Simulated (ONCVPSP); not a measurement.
# PBE ONCV dataset for tungsten, scalar-relativistic all-electron reference.

- Element: tungsten (W)
- Generator: ONCVPSP 4.0.1
- Type: optimised norm-conserving Vanderbilt (ONCV)
- Functional: PBE
- Relativity: scalar-relativistic
- Frozen core: [Kr] 4d10 4f14 5s2
- Valence charge: 12
- Reference configuration: 5p6 5d4 6s1 (charge +1)
- Partial waves: 6s: rc 2.75 bohr, ncon 3, nbas 7, qcut 2.5 1/bohr, 2 projectors, debl 0.9 Ha; 5p: rc 1.60 bohr, ncon 4, nbas 7, qcut 10.8 1/bohr, 2 projectors, debl 2.5 Ha; 5d: rc 2.80 bohr, ncon 4, nbas 9, qcut 4.4 1/bohr, 2 projectors, debl 3.8 Ha
- Local potential: polynomial inside 1.05 bohr (lpopt 5, dvloc0 1 Ha)
- Core correction: none

Calculated quality:

| Property | Result |
| --- | --- |
| Cutoffs needed | 34 Ha and 41 Ha (the cutoffs (Ha) at which the residual kinetic energy of the hardest occupied pseudo-wave falls to 1 and 0.1 mHa per electron) |
| Ghost test | ghosts flagged at negative energy: s at -270.1 eV; GHOST(+) flagged for s at 31.2 eV, d at 232.3 eV, p at 350.4 eV; a true bound ghost makes a file unfit for plane-wave use |
| Largest excitation error | +70 meV (all-electron minus pseudo) for 5p6 5d3 6s2 6p1, out of 4 test configurations |

Generation and tests took about 5.8 s on one core of a shared server CPU.
